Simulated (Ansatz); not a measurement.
```yaml
crystal:
  periodic: [false, false, false]
  atoms:
    - {symbol: Sn, position_ang: [1.244295, 2.088583, 0.950164]}
    - {symbol: Sn, position_ang: [0.139799, -2.141615, -1.438498]}
    - {symbol: Sn, position_ang: [-1.895282, 0.824362, -2.646479]}
    - {symbol: O, position_ang: [-1.224973, -0.574383, -1.485117]}
    - {symbol: O, position_ang: [-0.930417, 1.755768, 0.412852]}
    - {symbol: O, position_ang: [0.756409, 2.072563, 2.888957]}
    - {symbol: O, position_ang: [1.567463, -0.605385, -0.311502]}
    - {symbol: O, position_ang: [1.047054, -0.102534, 0.906940]}
    - {symbol: O, position_ang: [-1.893308, 2.510274, -1.831048]}
    - {symbol: O, position_ang: [-0.463324, -2.686778, 0.462515]}
    - {symbol: O, position_ang: [0.743369, -2.694744, 1.287330]}
    - {symbol: O, position_ang: [2.735411, -1.421116, -0.030500]}
    - {symbol: H, position_ang: [-1.336885, 2.185494, -0.436831]}
    - {symbol: H, position_ang: [-0.049320, 1.570266, 3.079624]}
    - {symbol: H, position_ang: [2.288919, -2.132987, 0.506736]}
    - {symbol: H, position_ang: [0.704886, -1.768111, 1.624832]}
    - {symbol: H, position_ang: [-2.431802, 0.328192, -4.190361]}
    - {symbol: H, position_ang: [-1.002314, 0.792151, 0.250387]}
basis:
  gaussian: {orbitals: def2-TZVP}
magnetization: {spin_polarized: true, initial_magnetization: 2}
hamiltonian: {xc: pbe0, dispersion: d4}
scf: {omitted_lower_state_checks: [starts]}
output: {orbitals: {seedname: orbitals}}
```

```sh
$ ansatz run in.yaml --threads 4 --pin off --events-out ev --progress --plain --max-ram 6963MiB
```

(1) Does this run fit into the memory that it is given?

Results:

(1) No. It has 465 basis functions, and Ansatz plans for 8 GiB where 7 GiB are given.
